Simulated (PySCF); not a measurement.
Compound: C₃H₇BFO₂ (charge -1).
Atom-mapped SMILES: `[CH3:1][C@@H:2]1[CH2:3][O:4][B@@H-:5]([F:6])[O:7]1` (hydrogens: H8, H9, H10 on C1; H11 on C2; H12, H13 on C3; H14 on B5)

The closed-shell SCF was solved with PySCF and density fitting under several settings on one GFN2-xTB geometry (grid level 2 and gas phase unless stated).

```
                        settings  basis functions  SCF cycles     E (Eh)  HOMO (eV)  LUMO (eV)
                   PBE0/pcSseg-1              154          14  -393.3676      -1.91       5.40
PW91/def2-SVPD, IEF-PCM methanol              205          15  -393.5279      -4.92       0.09
```

**Question.** Estimate the row for these settings: HSE06/ANO-RCC-VDZP, fitting basis def2-universal-jkfit, level shift 0.3 Eh.

**Answer.** 
```csv
settings,basis functions,SCF cycles,E (Eh),HOMO (eV),LUMO (eV)
"HSE06/ANO-RCC-VDZP, fitting basis def2-universal-jkfit, level shift 0.3 Eh",133,14,-393.5673,-1.56,3.53
```

**Question.** Over all rows, what range does the HOMO–LUMO gap span?

**Answer.** From 5.01 eV (PW91/def2-SVPD, IEF-PCM methanol) to 7.31 eV (PBE0/pcSseg-1). The functional of the narrowest has no exact exchange, that of the widest 25 % exact exchange.

Cycle counts include a coarse-grid stage where the run had one. ANO-RCC sets were contracted for a scalar-relativistic Hamiltonian, but ran non-relativistically here. The species at its GFN2-xTB geometry (one conformer only).
